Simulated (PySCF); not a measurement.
Molecule: tribromo(ethyl)silane, C₂H₅Br₃Si, charge 0, multiplicity 1. SMILES: CC[Si](Br)(Br)Br
Geometry from a B3LYP-D3(BJ)/def2-TZVP (Ansatz) optimisation:
```
C
H 1 1.0937
H 1 1.0937 2 106.72
C 1 1.5312 2 111.13 3 121.31
H 4 1.0904 1 111.29 2 60.47
H 4 1.0904 5 107.88 1 -122.36
H 4 1.0909 5 107.89 6 -116.32
Si 1 1.8600 2 106.42 3 -113.34
Br 8 2.2236 1 109.92 2 56.77
Br 8 2.2256 1 110.40 2 -63.24
Br 8 2.2256 1 110.40 2 176.79
```
Charge 0, spin multiplicity 1.

Dispersion corrections to the total energy (kcal/mol) from the dftd3 and dftd4 libraries through PySCF: D3(BJ) without and D4 with the three-body term, each with the damping fitted for the functional named.

```tsv
functional	D3(BJ)	D4
B2GP-PLYP	-9.77	-4.35
B2PLYP	-9.33	___
TPSSh	___	-11.98
BHLYP	___	-14.10
BP86	-18.11	-14.15
r2SCAN	-2.82	-2.33
LC-wPBE	-10.48	-11.10
```

**Question.** What belongs in the gaps?

**Answer.** 
- B2PLYP, D4: -6.91
- TPSSh, D3(BJ): -12.00
- BHLYP, D3(BJ): -15.35
